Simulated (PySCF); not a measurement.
C2H9BO2SSi, SMILES S(C)C[SiH2]B(O)O at its GFN2-xTB optimised geometry (Å):

```
16

C      2.0968    -1.3003     0.0000
S      0.2794    -1.3003     0.0000
C     -0.0239     0.4941     0.0000
Si    -1.9096     0.8660    -0.1537
B     -2.6912    -0.1237    -1.6816
O     -2.2128    -1.2820    -2.2041
O     -3.8052     0.3883    -2.2511
H      2.4586    -0.7991    -0.8940
H      2.4161    -2.3372     0.0038
H      2.4547    -0.7944     0.8927
H      0.3919     0.8947     0.9217
H      0.5318     0.9099    -0.8401
H     -2.4586     0.5119     1.1681
H     -1.9501     2.3372    -0.2109
H     -1.4301    -1.6589    -1.7965
H     -4.1566    -0.1326    -2.9778
```

Level of theory: B3LYP/def2-TZVP in PySCF. Cells within 0.4 Å of a nucleus heavier than hydrogen are left out (blank, or x).

Map of the electrostatic potential (hartree/e), clipped to [-0.08, 0.12] on the plane z = 0.0 Å:

```
|0000000000000000000111111111111|
|0000000000000000001111111111111|
|0000000000000000011111111111111|
|0000000000000000011111111111111|
|0000000112100000111111111111111|
|0000001377410001111111111111111|
|0000003999931111111111111111111|
|0000015999952111111111111111111|
|0001237999984322221111111111111|
|0012489999999544432211111111111|
|0013799999999999964221111111111|
|012499999x999999997322111111111|
|01259999xx999999999422221111111|
|00249999xx9999xxx99532222211111|
|00137999999999xxx99643322221111|
|0012599999999999999755543222111|
|0012359999999999999999997422111|
|0012235799999999999999999742211|
|0011223455689999999999999952211|
|001112223347999xxx999xxx9963211|
|000111122235999xxx999xxx9963211|
|0000011111238999999999999952211|
|0000000011113999999999999952211|
|0000000000001379999889999953211|
|0000000000000024565459999953211|
|0000000000000001223336999642211|
|0000000000000000111223455432211|
|0000000000000000011122333222111|
|0000000000000000011112222221111|
|0000000000000000011111111111111|
|0000000000000000001111111111111|
```
Scale: ten equal steps from -0.011 (start of '0') to 0.120 (end of '9'), in the order '0123456789'; x runs from -4.50 to 4.50, y from -4.50 (bottom) to 4.50 (top).
